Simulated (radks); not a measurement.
Values are calculated unless marked as measured or tabulated.
Sb, configuration [Kr] 4d9 5s2 5p3 6p1 (not the ground configuration). Level of theory: Dirac Kohn-Sham, LDA (Slater exchange, Perdew-Wang correlation), spin-unpolarised, spherical densities, finite nucleus; open shells fill j = l - 1/2 first; Fermi nuclear charge, rms radius 4.6802 fm (a radial shooting solver on a logarithmic mesh with Libxc functionals).

X-ray form factor f0, the Fourier transform of the density (f0(0) = 51):

| sin(theta)/lambda (1/angstrom) | f0 (electrons) |
|---|---|
| 0.05 | 49.295 |
| 0.1 | 46.728 |
| 0.15 | 43.768 |
| 0.2 | 40.681 |
| 0.25 | 37.796 |
| 0.3 | 35.179 |
| 0.4 | 30.625 |
| 0.5 | 26.823 |
| 0.6 | 23.746 |
| 0.8 | 19.466 |
| 1 | 16.667 |
| 1.25 | 13.845 |
| 1.5 | 11.322 |
| 2 | 7.654 |
